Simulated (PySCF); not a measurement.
## Sc(12+): ionisation energy

Sc(12+) [He] 2s2 2p5 [2p1/2^2 2p3/2^3, M_J = 3/2] → Sc(13+) [He] 2s2 2p4 [2p1/2^2 2p3/2^2, M_J = 2], as a difference of total energies. Calculation: PySCF 2.14, in an uncontracted even-tempered set (18 s from 2 bohr⁻², ratio 2.4; 11 p from 2.6 bohr⁻², ratio 2.4; 5 d from 13 bohr⁻², ratio 2.6; 5 f from 20 bohr⁻², ratio 2.6); the two-component X2C-1e Hamiltonian. Correlated levels: nothing frozen; the 30 highest virtual spinors dropped. "Screened" scales the spin-orbit matrix elements by Boettger's factors to mimic the two-electron term; Breit and QED terms are absent.

**Question.** Order these methods by the ionisation energy they give, lowest first.
A. GHF (spin-free)
B. GHF (screened spin-orbit)
C. GMP2 (screened spin-orbit)
D. GMP2 (spin-free)

**Answer.** B (755.96 eV), A (756.51 eV), C (757.43 eV), D (757.99 eV).

The labels give the starting determinants; with spin-orbit coupling the two ends relaxed to ⟨J²⟩ = 3.75, ⟨L²⟩ = 2.00, ⟨S²⟩ = 0.75 and ⟨J²⟩ = 6.00, ⟨L²⟩ = 2.16, ⟨S²⟩ = 1.92.

For comparison: 757.7 ± 1 eV (semi-empirical (NIST evaluation); NIST Atomic Spectra Database, ionization energies).
